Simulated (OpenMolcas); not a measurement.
# CH6BNO2 (SMILES COB(N)O): the dipole moment, rung by rung

CH6BNO2: 11 atoms, total charge 0, spin state singlet. As SMILES, `COB(N)O`. The coordinates come from a PBE0-D4/def2-TZVP relaxation. This is one conformer, not always the lowest.

```jsonl
{"atom": "C", "x (Å)": "0.7135", "y (Å)": "0.8516", "z (Å)": "1.1297"}
{"atom": "O", "x (Å)": "-0.4467", "y (Å)": "0.1025", "z (Å)": "0.8785"}
{"atom": "B", "x (Å)": "-0.6440", "y (Å)": "-0.5067", "z (Å)": "-0.3384"}
{"atom": "N", "x (Å)": "0.2758", "y (Å)": "-0.4319", "z (Å)": "-1.4037"}
{"atom": "O", "x (Å)": "-1.8010", "y (Å)": "-1.2231", "z (Å)": "-0.5148"}
{"atom": "H", "x (Å)": "0.8013", "y (Å)": "1.7018", "z (Å)": "0.4431"}
{"atom": "H", "x (Å)": "0.6544", "y (Å)": "1.2386", "z (Å)": "2.1476"}
{"atom": "H", "x (Å)": "1.6169", "y (Å)": "0.2360", "z (Å)": "1.0476"}
{"atom": "H", "x (Å)": "1.1441", "y (Å)": "0.0663", "z (Å)": "-1.3669"}
{"atom": "H", "x (Å)": "0.0952", "y (Å)": "-0.8909", "z (Å)": "-2.2775"}
{"atom": "H", "x (Å)": "-2.3441", "y (Å)": "-1.2011", "z (Å)": "0.2754"}
```

Quantity: the dipole moment, in D. The values are calculated.

```
                              level           kind     program  value (D)  CPU time
    HF/6-31G* (spherical functions)   Hartree–Fock  OpenMolcas       2.11     5.2 s
   PBE/6-31G* (spherical functions)            GGA  OpenMolcas       1.74      28 s
revPBE/6-31G* (spherical functions)            GGA  OpenMolcas       1.73      32 s
 M06-L/6-31G* (spherical functions)       meta-GGA  OpenMolcas       1.75      38 s
r2SCAN/6-31G* (spherical functions)       meta-GGA  OpenMolcas       1.83      37 s
 B3LYP/6-31G* (spherical functions)  global hybrid  OpenMolcas       1.84      30 s
 BHLYP/6-31G* (spherical functions)  global hybrid  OpenMolcas       1.97      28 s
  PBE0/6-31G* (spherical functions)  global hybrid  OpenMolcas       1.88      29 s
```

The values span 1.73 to 2.11 D. Magnitudes only. CPU times are rough (shared hosts, several kinds of processor): they show what a rung costs within a factor of a few.
